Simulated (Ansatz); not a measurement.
Consider the atomization: `N[SiH2]O[SiH](N)Cl` → Cl• + 7 H• + 2 N• + O• + 2 Si•.

Computed with Ansatz on PBE0-D4/def2-TZVP structures; ΔE is electronic, products minus reactants. CCSD(T)/CBS adds triple-zeta CCSD(T) − MP2 to the extrapolated MP2 energy (def2 sets, frozen cores). This one scheme is used for every species, atoms too. DFT in def2-TZVPP. B3LYP here is the variant with VWN-RPA as its local correlation; programs differ in this. No spin–orbit coupling; open shells (•) take unrestricted orbitals. Spin–orbit coupling would lower the free atoms: a little for Cl, O, Si. One conformer a species, not always the lowest.

Q: What is ΔE at CCSD(T)/CBS? (Best estimate.)

A: The calculation gave: +4691.0 kJ/mol.

Q: What do these levels give: B3LYP-D4, ωB97M-V, PBE, B3LYP, CCSD(T)/def2-TZVPP, HF/CBS(def2)? (Best estimate.)

A: The calculation gave: B3LYP-D4 4671.9, ωB97M-V 4702.1, PBE 4664.7, B3LYP 4613.8, CCSD(T)/def2-TZVPP 4529.3, HF/CBS(def2) 3340.7 kJ/mol.

Largest T1 diagnostic among the species: 0.012.

In def2-TZVPP, CCSD(T) changes the Hartree–Fock value by +1205.3 kJ/mol (the triples alone add +66.5 kJ/mol) and MP2 by +1284.7 kJ/mol; breaking electron pairs costs correlation energy, which Hartree–Fock lacks. From PBE to PBE0 (25 % exact exchange), in def2-TZVPP and without D4, ΔE moves by −68.8 kJ/mol: exact exchange takes away binding that semilocal exchange gives to molecules. The D4 term adds +58.1 kJ/mol with B3LYP and +31.1 kJ/mol with PBE0; it sums over pairs of atoms, weighted by their polarisabilities, and B3LYP, whose exchange is more repulsive, gets the larger term.

For atomizations the MP2-based limit and the directly extrapolated one differ by several kJ/mol either way, and by 10 to 25 for some Ge, Se and Sn compounds, so smaller differences from it don't rank the levels.
